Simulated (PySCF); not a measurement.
Can point charges reproduce the dipole moment of `N1(N([C@@H](CC1)C)[SiH3])CC`?

Coordinates (GFN2-xTB, Å) and charges (e) from the PBE0/pcSseg-1 density (PySCF):

```csv
atom,x,y,z,Mulliken,IAO,Hirshfeld,ESP-fitted
C1,2.838,-0.905,0.453,-0.2460,-0.4194,-0.1246,-0.3990
C2,1.371,-0.624,0.751,-0.0619,-0.1464,-0.0312,+0.2609
N3,0.775,0.120,-0.355,-0.4149,-0.1785,-0.0511,-0.3411
C4,0.228,-0.717,-1.408,+0.0019,-0.1585,-0.0318,-0.1526
C5,-1.206,-1.046,-0.957,-0.2150,-0.2890,-0.0785,-0.2156
C6,-1.578,0.167,-0.084,-0.0776,-0.0108,+0.0191,+0.2992
C7,-2.148,-0.227,1.277,-0.1781,-0.4192,-0.1277,-0.5712
N8,-0.328,0.910,0.063,-0.5921,-0.4573,-0.1376,-0.2160
Si9,-0.152,2.611,-0.092,+0.6557,+0.7514,+0.3309,+0.3976
H10,2.942,-1.534,-0.427,+0.1041,+0.1335,+0.0360,+0.1059
H11,3.303,-1.409,1.297,+0.1074,+0.1393,+0.0411,+0.0896
H12,3.359,0.030,0.267,+0.1162,+0.1480,+0.0385,+0.1087
H13,0.846,-1.569,0.960,+0.0923,+0.0985,+0.0256,+0.0190
H14,1.294,0.013,1.635,+0.1244,+0.1490,+0.0389,+0.0236
H15,0.842,-1.602,-1.568,+0.1198,+0.1383,+0.0460,+0.1298
H16,0.208,-0.124,-2.327,+0.1238,+0.1398,+0.0363,+0.1198
H17,-1.220,-1.960,-0.362,+0.1153,+0.1315,+0.0359,+0.1045
H18,-1.881,-1.173,-1.800,+0.1281,+0.1443,+0.0432,+0.0731
H19,-2.311,0.800,-0.597,+0.1134,+0.1218,+0.0345,+0.0439
H20,-3.082,-0.772,1.150,+0.1053,+0.1335,+0.0375,+0.1386
H21,-1.444,-0.852,1.821,+0.1072,+0.1363,+0.0359,+0.1312
H22,-2.339,0.667,1.865,+0.1166,+0.1435,+0.0380,+0.1439
H23,-1.250,3.175,0.698,-0.1207,-0.1416,-0.0834,-0.1071
H24,1.163,2.906,0.468,-0.1045,-0.1259,-0.0796,-0.0776
H25,-0.240,3.140,-1.462,-0.1209,-0.1621,-0.0926,-0.1091
```

Q: Form Σ q r in debye for every column and set it beside the full dipole.

A: The full density gives (-0.71, -1.47, -0.21) D, 1.65 D in size; dipole vectors point from the negative to the positive end.

| scheme | μx | μy | μz | size (D) | share of the full size (%) | angle to the full dipole (°) |
| --- | --- | --- | --- | --- | --- | --- |
| Mulliken | -0.79 | -2.25 | 0.26 | 2.40 | 146 | 15 |
| IAO | -0.38 | -0.29 | -0.20 | 0.52 | 32 | 30 |
| Hirshfeld | -0.23 | -0.68 | -0.28 | 0.77 | 47 | 15 |
| ESP-fitted | -0.70 | -1.49 | -0.26 | 1.67 | 101 | 2 |

Q: Which set comes closest?

A: Length of the difference vector: ESP-fitted 0.05 D, Mulliken 0.91 D, Hirshfeld 0.93 D, IAO 1.22 D. Closest: ESP-fitted. The schemes that divide the density aren't constrained to reproduce the dipole.

Q: What is left for the Hirshfeld atoms' own dipoles?

A: The Hirshfeld atoms' densities add up to the full density, so μ = Σ q r + Σ (atomic dipoles). The atomic dipoles sum to (-0.71, -1.47, -0.21) − (-0.23, -0.68, -0.28) = (-0.48, -0.79, 0.07) D, 0.93 D in size.

Q: With the origin at the mean of the coordinates, (0.000, 0.001, 0.051) Å, which are the largest single terms, by size, of the Hirshfeld dipole along the direction of the full one?

A: Si9 -3.57, H24 +1.20, H25 +1.12, H23 +0.95, C5 -0.60 D; all 25 atoms together +0.74 D. The single terms depend on the origin, their sum doesn't.

Q: Give the size of the full dipole in other units.

A: 1.65 D = 0.649 au = 0.343 e·Å = 5.50 × 10⁻³⁰ C·m.

Isolated species at its GFN2-xTB geometry (one conformer only).

These values come from a run that also computed NMR shieldings. The run took about 3 min of CPU time (with the writing of density and orbital grids) (one thread, shared machine).
